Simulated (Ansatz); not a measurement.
Bonds to the group Y in Y-SnCl3. Gas-phase values, no solvent. Each species was relaxed from one start; no search for lower structures was made at this level. In the def2 sets, heavy atoms carry core potentials. Strings in code marks are SMILES.

These are CAM-B3LYP-D3(BJ)/def2-TZVP // PBE0-D3(BJ)/def2-SVP (Ansatz, a quantum-chemistry and plane-wave program) values and carry that method's errors. All candidates: neutral, multiplicity 1. 

HOMO: -10.78 eV
dipole moment: 2.33 D
HOMO–LUMO gap: 9.15 eV

### Question
Name which member has these values.
(A) `C[CH2][Sn]([Cl])([Cl])[Cl]`
(B) `C[C](C)(C)[Sn]([Cl])([Cl])[Cl]`
(C) `F[C](F)(F)[Sn]([Cl])([Cl])[Cl]`
(D) `FC(F)(F)[CH2][Sn]([Cl])([Cl])[Cl]`

### Answer
D, `FC(F)(F)[CH2][Sn]([Cl])([Cl])[Cl]`. The others give `C[C](C)(C)[Sn]([Cl])([Cl])[Cl]`: -9.41 eV, 4.40 D, 8.21 eV; `F[C](F)(F)[Sn]([Cl])([Cl])[Cl]`: -10.79 eV, 0.48 D, 8.78 eV; `C[CH2][Sn]([Cl])([Cl])[Cl]`: -10.02 eV, 3.92 D, 8.82 eV
